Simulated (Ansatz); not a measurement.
`CO[SiH](Cl)I` + H₂ → `Cl[SiH2]I` + CH₃OH at 298.15 K and 1 bar (hydrogenolysis of the Si–O bond).

Gas-phase electronic energies from Ansatz, PBE0-D4/def2-TZVP geometries. CCSD(T)/CBS adds triple-zeta CCSD(T) − MP2 to the extrapolated MP2 energy (def2 sets, frozen cores). This one scheme is used for every species. Elements past krypton have def2 core potentials. For I outer-core shells are correlated without core-valence functions, which leaves a few kJ/mol of doubt a bond. One conformer a species, not always the lowest.

| species | CCSD(T)/CBS energy (Eh) | H − E (kJ/mol) | S (J/(mol·K)) |
| --- | --- | --- | --- |
| `CO[SiH](Cl)I` | -1162.05764 | 164.7 | 384.2 |
| H₂ | -1.17544 | 35.1 | 130.4 |
| `Cl[SiH2]I` | -1047.58245 | 65.6 | 313.2 |
| CH₃OH | -115.61712 | 146.3 | 238.2 |

H − E and S are ideal-gas, rigid-rotor, harmonic terms from PBE0-D4/def2-TZVP, for one conformer and one mirror image of each species. The MP2-based limit puts H₂ 0.8 mEh under its directly extrapolated value; such offsets cancel only in part. 1 Eh = 2625.50 kJ/mol, R = 8.31446 J/(mol·K).

Q: By hand: ΔE, ΔH, ΔS and ΔG.

A: ΔE = (-1047.58245) + (-115.61712) − (-1162.05764) − (-1.17544) = 0.03351 Eh = 88.0 kJ/mol. Δ(H − E) = 65.6 + 146.3 − 164.7 − 35.1 = 12.1, so ΔH = 100.1 kJ/mol. ΔS = 313.2 + 238.2 − 384.2 − 130.4 = 36.8 J/(mol·K). ΔG = 100.1 − 298.15 × (36.8)/1000 = 89.1 kJ/mol.

Q: By hand: the equilibrium constant, and the temperature at which ΔG would vanish if ΔH and ΔS stayed fixed.

A: log₁₀ K = −ΔG/(RT ln 10) = -15.6. ΔG = 0 at ΔH/ΔS = 2720 K, far beyond where these terms or the molecules hold.

ΔH outweighs TΔS. A doubt of 5 kJ/mol in ΔE shifts log₁₀ K by 0.9 here. Other conformers and mirror images would add mixing entropy, several J/(mol·K) or more a flexible species. These are equilibria of isolated gas molecules and say nothing of rates. Largest T1 diagnostic: 0.010 (customary marks: 0.02 for closed shells, 0.045 for open ones).
